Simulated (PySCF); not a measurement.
Dipole response of Cl (chlorine, neutral)

[Ne] 3s2 3p5, 2P determinant. Calculation: PySCF 2.14, in aug-cc-pwCVTZ (8s7p5d3f, 75 functions); no relativity, point nucleus. Coupled (time-dependent) response in atomic units; α is the mean over directions.

| method | mean α (bohr³) | α xx, yy, zz | C₆ (like pair) | S(−4) |
| --- | --- | --- | --- | --- |
| UHF | 13.95 | 12.87, 14.49, 14.49 | 88.03 | 45.01 |
| PBE | 15.12 | 13.69, 15.83, 15.83 | 97.07 | 58.24 |
| PBE0 | 14.60 | 13.32, 15.24, 15.24 | 92.99 | 52.19 |
| BP86 | 15.33 | 13.88, 16.05, 16.05 | 98.80 | 59.98 |
| wB97X | 14.74 | 13.48, 15.37, 15.37 | 93.94 | 53.46 |

S(−4) is the Cauchy moment in α(ω) = α(0) + S(−4) ω² + …

Reference α: 14.6 ± 0.1 bohr³ (recommended; Schwerdtfeger and Nagle, table of static dipole polarizabilities (2023 update)). Published C₆: 94.60 (Chu and Dalgarno (2004); Tang, Norbeck and Certain (1976)).

α(iu) at PBE0:

```json
{"u (hartree)": "0", "α(iu) (bohr³)": "14.60"}
{"u (hartree)": "0.0500", "α(iu) (bohr³)": "14.47"}
{"u (hartree)": "0.100", "α(iu) (bohr³)": "14.11"}
{"u (hartree)": "0.200", "α(iu) (bohr³)": "12.85"}
{"u (hartree)": "0.300", "α(iu) (bohr³)": "11.27"}
{"u (hartree)": "0.500", "α(iu) (bohr³)": "8.263"}
{"u (hartree)": "0.750", "α(iu) (bohr³)": "5.574"}
{"u (hartree)": "1.00", "α(iu) (bohr³)": "3.894"}
{"u (hartree)": "1.50", "α(iu) (bohr³)": "2.150"}
{"u (hartree)": "2.00", "α(iu) (bohr³)": "1.352"}
{"u (hartree)": "3.00", "α(iu) (bohr³)": "0.6846"}
{"u (hartree)": "5.00", "α(iu) (bohr³)": "0.2909"}
```

The components differ because the open shell of this determinant is not spherical; for a pure term their mean is the scalar polarisability.
